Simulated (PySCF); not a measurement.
Job for PySCF: R-M06-2X/def2-TZVPPD on H2 (SMILES [H][H]) with ghost functions.

```python
from pyscf import gto, dft

mol = gto.M(
    atom='''
    H     0.21867402    0.27827770    2.58431032
    H     0.30903053   -0.04794643    3.24780149
    ghost-C   -0.44483365   -0.67094045   -0.35147418
    ghost-F   -0.20248953    0.62266990    0.09831044
    ghost-H    0.10371682   -0.82652412   -1.28111512
    ghost-H   -0.10544192   -1.37532102    0.40875581
    ghost-H   -1.51571776   -0.78801950   -0.52142529
    ''',
    basis='def2-tzvppd',
    charge=0, spin=0, verbose=4, max_memory=1800)
mf = dft.RKS(mol, xc='m062x').density_fit(auxbasis='def2-universal-jkfit')
mf.grids.level = 4
mf.conv_tol = 1e-9
mf.max_cycle = 150
mf.kernel()
mf.dip_moment()
```

### Question
What total energy does the run end on?

### Answer
-1.1689 hartree.
